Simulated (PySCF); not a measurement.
A PySCF script (with the pyscf-properties extension) for the NMR shieldings of `C/C=C(/C)C#CBF`, C6H8BF, on a GFN2-xTB geometry:

```python
import basis_set_exchange as bse
import numpy as np
from pyscf import gto, dft
from pyscf.prop import nmr

atoms = """
C    -1.229229   -1.901984    0.225715
C    -1.555979   -0.450185    0.207571
C    -0.668763    0.541594    0.062821
C    -1.055212    1.993424    0.053708
C     0.709402    0.280063   -0.095173
C     1.899782    0.088923   -0.235572
B     3.368315   -0.177540   -0.409319
F     4.200522    0.831983   -0.601762
H    -0.159410   -2.063805    0.119704
H    -1.750629   -2.411111   -0.585360
H    -1.567278   -2.349648    1.160567
H    -2.603708   -0.201558    0.319582
H    -0.548687    2.520163    0.861693
H    -2.129656    2.107720    0.175265
H    -0.752440    2.457622   -0.884245
H     3.835371   -1.256716   -0.386606
"""
names = dict.fromkeys(["C", "B", "F", "H"], "pcSseg-1")
basis = {el: gto.basis.parse(bse.get_basis(n, elements=[el], fmt="nwchem")) for el, n in names.items()}
mol = gto.M(atom=atoms, basis=basis, charge=0, verbose=0)
mf = dft.RKS(mol, xc="PBE0")
mf.grids.level = 2
mf.grids.alignment = dft.numint.BLKSIZE   # the property module wants whole blocks of grid points
mf.conv_tol = 1e-9
mf.kernel()

calc = nmr.RKS(mf)   # GIAO
C = mf.mo_coeff
Co = C[:, mf.mo_occ > 0]
resp = mf.gen_response(singlet=True, hermi=2)
def vind(x):   # induced exchange potential for any number of trial vectors
    d = np.einsum("pi,xij,qj->xpq", C, 2 * x.reshape(-1, C.shape[1], Co.shape[1]), Co, optimize=True)
    return np.einsum("xpq,pi,qj->xij", resp(d - d.transpose(0, 2, 1)), C, Co, optimize=True).ravel()
mo1, _ = nmr.rhf.solve_mo1(calc, with_cphf=vind)
sigma = calc.kernel(mo1)
for i, s in enumerate(sigma):   # ppm
    print("%2d %-2s %9.2f" % (i, mol.atom_pure_symbol(i), np.trace(s) / 3))
```

Q: What does it print?

A: 
```
 0 C     165.33
 1 C      30.47
 2 C      62.34
 3 C     160.64
 4 C      71.39
 5 C      77.61
 6 B      62.06
 7 F     186.81
 8 H      28.82
 9 H      29.81
10 H      29.82
11 H      25.09
12 H      29.59
13 H      29.96
14 H      29.58
15 H      26.72
```

These numbers come from an equivalent density-fitted implementation of the same equations, which agrees with the script to about 0.01 ppm for H and up to a few tenths of a ppm for heavy atoms, so last digits may differ.

Size and cost of the density-fitted run: 176 basis functions, 19 s wall time on 1 thread of an Arm Neoverse V2, shared host; peak memory 0.86 GiB.
